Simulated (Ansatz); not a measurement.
One change: `FCN[SiH2]Cl` becomes `CCNCF`.

Ansatz, PBE0-D4/def2-TZVP geometries, multiplicity 1. Each molecule was computed in one conformer, which needn't be the lowest.

```tsv
property	`FCN[SiH2]Cl`
LUMO energy (PBE0/def2-TZVPP) / eV	0.31
HOMO–LUMO gap (ωB97M-V/def2-TZVPP) / eV	12.47
HOMO energy (B3LYP/def2-TZVPP) / eV	-7.97
zero-point energy (PBE0-D4/def2-TZVP) / kJ/mol	175.8
size of the dipole moment (PBE/def2-TZVPP) / D	1.13
size of the dipole moment (ωB97M-V/def2-TZVPP) / D	1.12
```

Task: What does the change do to each property? (Best estimate.)

Result: Computed: 
```csv
property,`CCNCF`,shift
LUMO energy (PBE0/def2-TZVPP) / eV,1.16,0.85
HOMO–LUMO gap (ωB97M-V/def2-TZVPP) / eV,12.17,-0.30
HOMO energy (B3LYP/def2-TZVPP) / eV,-7.00,0.97
zero-point energy (PBE0-D4/def2-TZVP) / kJ/mol,301.3,125.5
size of the dipole moment (PBE/def2-TZVPP) / D,1.41,0.28
size of the dipole moment (ωB97M-V/def2-TZVPP) / D,1.43,0.31
```

With PBE0 the HOMO rises by 1.00 eV and the LUMO rises by 0.85 eV, so the gap narrows by about 0.15 eV. PBE moves the HOMO by 1.03 eV and ωB97M-V by 0.95 eV. The zero-point energy changes by 125.5 kJ/mol with +9 modes. Dipoles are sizes alone; their direction can turn.

B3LYP here is the variant with VWN-RPA as its local correlation; programs differ in this.
